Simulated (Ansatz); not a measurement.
Ansatz (a quantum-chemistry and plane-wave program) input:
A basis named .json is the Basis Set Exchange file of that set.

Ansatz 0.2 input:
```yaml
crystal:
  periodic: [false, false, false]
  atoms:
    - {symbol: Ca, position_ang: [-0.21082395, 0.26719848, 0.34195618]}
    - {symbol: F, position_ang: [0.02685121, 1.03586140, -1.54920287]}
    - {symbol: F, position_ang: [0.44164646, -1.62963580, 0.78930026]}
basis:
  gaussian:
    orbitals: def2-QZVPP.json
hamiltonian:
  xc: {name: PBE0}
total_charge: -1
magnetization: {spin_polarized: true, initial_magnetization: 1}
```

Task: Which total energy does the run end on?

Result: -877.20559 Eh (PBE0/def2-QZVPP). The basis has 184 functions.
